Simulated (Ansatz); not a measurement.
The same substitution along the group B, Al, In.

Computed with Ansatz on PBE0-D4/def2-TZVP structures; ΔE is electronic, products minus reactants. CCSD(T)/CBS adds triple-zeta CCSD(T) − MP2 to the extrapolated MP2 energy (def2 sets, frozen cores). DFT in def2-TZVPP. def2 core potentials past Kr. For In, Mg outer-core shells are correlated without core-valence functions, which leaves a few kJ/mol of doubt a bond. One conformer a species, not always the lowest.

```csv
reaction,B2PLYP (kcal/mol),MP2/CBS(def2) (kcal/mol),PBE-D4 (kcal/mol),HF/CBS(def2) (kcal/mol)
`CN(C)BO` + `[SH][Mg][Cl]` → `C[S][Mg][Cl]` + `CNBO`,2.1,2.2,1.9,1.9
`C[N](C)[AlH][OH]` + `[SH][Mg][Cl]` → `C[S][Mg][Cl]` + `C[NH][AlH][OH]`,0.5,0.2,0.7,0.4
`C[N](C)[InH][OH]` + `[SH][Mg][Cl]` → `C[S][Mg][Cl]` + `C[NH][InH][OH]`,1.4,1.8,1.4,0.5
```

Problem. Give the CCSD(T)/CBS values in the same order. (An estimate is asked.)

Solution. The calculation gave: 2.6, 0.6, 1.9 kcal/mol.

Largest T1 diagnostic: 0.016, for `C[N](C)[InH][OH]`.
